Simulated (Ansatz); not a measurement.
`FC(F)(F)c1ccc(-c2ccc(-c3ccc(C(F)(F)F)nc3)nc2)nc1`, relaxed as a singlet with RKS PBE-D4/def2-SVP in Ansatz, starting from the GFN2-xTB geometry. Force threshold 0.03 eV/Å.

Single mean-field runs in def2-SVP are fitted with def2-universal-jkfit.

Start:

```csv
atom,x (Å),y (Å),z (Å)
F1,3.247,0.201,-6.942
C2,1.932,0.126,-6.687
F3,1.367,1.175,-7.315
F4,1.480,-0.973,-7.309
C5,1.628,0.122,-5.219
C6,2.522,0.663,-4.302
C7,2.182,0.650,-2.963
C8,0.955,0.097,-2.581
C9,0.529,0.038,-1.181
C10,1.429,0.013,-0.117
C11,0.946,-0.037,1.176
C12,-0.435,-0.068,1.383
C13,-1.016,-0.120,2.729
C14,-0.353,0.377,3.850
C15,-0.958,0.287,5.092
C16,-2.217,-0.297,5.155
C17,-2.919,-0.395,6.490
F18,-3.336,0.814,6.915
F19,-2.088,-0.852,7.447
F20,-3.982,-1.193,6.484
N21,-2.867,-0.763,4.101
C22,-2.286,-0.677,2.924
N23,-1.295,-0.073,0.365
C24,-0.833,-0.021,-0.862
N25,0.099,-0.398,-3.475
C26,0.420,-0.389,-4.748
H27,3.461,1.081,-4.635
H28,2.848,1.078,-2.232
H29,2.494,0.004,-0.293
H30,1.630,-0.084,2.009
H31,0.613,0.849,3.759
H32,-0.477,0.661,5.982
H33,-2.842,-1.066,2.083
H34,-1.568,-0.019,-1.654
H35,-0.310,-0.812,-5.426
```

(1) Estimate the energy that the relaxation releases and the steps that it takes.

(2) Does the start keep its bonding and symmetry?

(3) Predict the relaxed structure.

## Answers

(1) 7.7 kcal/mol, in 17 steps; 68 s on 2 threads of AMD EPYC 7R13 on a shared host and a share (18 GiB) of an NVIDIA H100 80GB HBM3. The force fell under the threshold at step 13, but the optimiser went on and released 0.003 eV more. No frequencies were taken in this run, so the end may be a saddle point.

(2) By distances, no bond broke or formed. The bond that changes most is C26–H35, from 1.08 to 1.10 Å (atoms count from 1).

(3) 
```xyz
35

F     3.221    0.059   -7.051
C     1.897    0.148   -6.784
F     1.454    1.305   -7.334
F     1.274   -0.865   -7.430
C     1.625    0.107   -5.301
C     2.586    0.532   -4.372
C     2.262    0.519   -3.013
C     0.980    0.080   -2.611
C     0.564    0.044   -1.189
C     1.440    0.286   -0.111
C     0.959    0.238    1.198
C    -0.405   -0.053    1.425
C    -0.993   -0.116    2.787
C    -0.257    0.125    3.964
C    -0.893    0.047    5.207
C    -2.259   -0.272    5.228
C    -3.027   -0.372    6.538
F    -4.031    0.529    6.584
F    -2.217   -0.139    7.602
F    -3.567   -1.598    6.696
N    -2.985   -0.506    4.125
C    -2.367   -0.429    2.944
N    -1.248   -0.291    0.395
C    -0.782   -0.247   -0.852
N     0.061   -0.328   -3.516
C     0.374   -0.315   -4.811
H     3.578    0.864   -4.712
H     3.003    0.856   -2.276
H     2.504    0.503   -0.283
H     1.647    0.422    2.034
H     0.814    0.376    3.924
H    -0.347    0.229    6.142
H    -2.966   -0.622    2.039
H    -1.494   -0.449   -1.670
H    -0.403   -0.666   -5.513
```
Bond lengths: 16 × C–C 1.40 to 1.52 Å; 6 × C–N 1.33 to 1.35 Å; 6 × C–F 1.35 to 1.36 Å; 9 × C–H 1.10 Å.
